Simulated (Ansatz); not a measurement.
Basis-set series for C$_{9}$H$_{12}$Se (`CC(C)[Se]c1ccccc1`). The species carries charge 0 and has multiplicity 1. Geometry: relaxed with PBE0-D4/def2-TZVP. It is one conformer, not always the lowest.

Cartesian coordinates in Å:
```
C -0.677 -1.914 0.706
C 0.001 -0.987 1.689
C -0.236 -1.386 3.132
Se -0.636 0.872 1.491
C -0.095 1.149 -0.321
C -1.054 1.281 -1.319
C -0.665 1.495 -2.634
C 0.681 1.564 -2.960
C 1.639 1.430 -1.965
C 1.254 1.234 -0.648
H -0.514 -1.597 -0.325
H -1.754 -1.948 0.886
H -0.280 -2.930 0.814
H 1.075 -0.947 1.490
H 0.278 -0.720 3.827
H -1.303 -1.373 3.371
H 0.129 -2.403 3.302
H -2.104 1.208 -1.062
H -1.418 1.601 -3.406
H 0.984 1.726 -3.988
H 2.693 1.490 -2.213
H 2.002 1.155 0.133
```

| functional | basis | functions | energy (Eh) | HOMO (eV) | LUMO (eV) |
| --- | --- | --- | --- | --- | --- |
| PBE0-D4 | def2-TZVPP | 495 | -2751.17563 | -6.10 | -0.64 |
| PBE0-D4 | def2-QZVPP | 962 | -2751.24460 | -6.12 | -0.67 |
| ωB97M-V | def2-TZVPP | 495 | -2751.56801 | -8.28 | 1.34 |
| ωB97M-V | def2-QZVPP | 962 | -2751.63452 | -8.30 | 1.26 |

Problem. Give the rows for def2-SVP. (Estimate.)

Solution. Ansatz gave: 
```tsv
functional	basis	functions	energy (Eh)	HOMO (eV)	LUMO (eV)
PBE0-D4	def2-SVP	218	-2750.50939	-6.00	-0.51
ωB97M-V	def2-SVP	218	-2750.88367	-8.17	1.54
```

Positive LUMOs are unbound and depend on the basis. Scalar relativity is left out up to krypton.
